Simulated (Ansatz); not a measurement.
GeTe, charge +1, doublet, at a GFN2-xTB geometry (a state made from the parent by changing its charge; the spin is typed, not shown lowest) (core potentials on Te); BLYP/def2-SV(P) in Ansatz (an electronic-structure program).

Here is a job for Ansatz.
Ansatz 0.2 input:
```yaml
crystal:
  periodic: [false, false, false]
  atoms:
    - {symbol: Ge, position_ang: [-0.00000000, -0.00000000, -1.55418152]}
    - {symbol: Te, position_ang: [0.00000000, 0.00000000, 0.95641940]}
basis:
  gaussian:
    orbitals: def2-SV_P_.json
hamiltonian:
  xc: blyp
total_charge: 1
magnetization: {spin_polarized: true, initial_magnetization: 1}
```
The basis file holds def2-SV(P) in the JSON format of the Basis Set Exchange.

Output, abridged:

```
Functional definition: BLYP
671 factors; their error is unknown
mean field evaluation 1: about -63794.6535 eV, gradient 1.8e1 eV
mean field evaluation 2: about -63762.5309 eV, gradient 5.7e1 eV
mean field evaluation 4: about -63796.5500 eV, gradient 5.7e0 eV
mean field evaluation 8: about -63796.8371 eV, gradient 1.4e0 eV
mean field evaluation 16: about -63796.8264 eV, gradient 7.2e-6 eV
mean field evaluation 32: about -63796.8264 eV, gradient 4.5e-6 eV
mean field evaluation 64: about -63793.2106 eV, gradient 1.1e0 eV
mean field -63796.82641600 eV, -2344.4901277460 hartree, gradient 1.6e-5 eV, S^2 0.753506; 8 other end points of the search recorded, 0 dependent functions left out
reference -63796.82665067 eV, -2344.4901363697 hartree; 28, 27 occupied and 30, 31 virtual orbitals, 671 factors
Total energy: -63796.82665067 eV, -2344.4901363697 hartree
```
